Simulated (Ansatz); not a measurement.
Reaction (formal exchange of groups at the Si–C bond): `[SiH3]C[SiH]1CO1` + `[SnH4]` → `[SnH3][SiH]1CO1` + `C[SiH3]`

Isolated molecules relaxed with PBE0-D4/def2-TZVP in Ansatz; ΔE leaves out vibrations. CCSD(T)/CBS is the MP2 limit (def2-TZVPP, def2-QZVPP) plus CCSD(T) − MP2 in def2-TZVPP, frozen cores. This one scheme is used for every species. Functionals use def2-TZVPP. def2 core potentials past Kr. For Sn outer-core shells are correlated without core-valence functions, which leaves a few kJ/mol of doubt a bond. Each species was taken in one conformer, which may not be the lowest.

CCSD(T)/CBS gives -17.4 kJ/mol.

Task: Another level gave -15.8 kJ/mol. Which?
A. r2SCAN-D4/def2-TZVPP
B. PBE/def2-TZVPP
C. PBE0/def2-TZVPP
D. ωB97M-V/def2-TZVPP

Result: A. r2SCAN-D4 -15.8, ωB97M-V -9.0, PBE0 -20.6, PBE -25.6 kJ/mol.

Largest T1 diagnostic among the species: 0.015.

The D4 term adds +3.8 kJ/mol with B3LYP and +2.2 kJ/mol with PBE0; it sums over pairs of atoms, weighted by their polarisabilities, and B3LYP, whose exchange is more repulsive, gets the larger term. From PBE to PBE0 (25 % exact exchange), in def2-TZVPP and without D4, ΔE moves by +5.0 kJ/mol.

B3LYP here is the variant with VWN-RPA as its local correlation; programs differ in this.
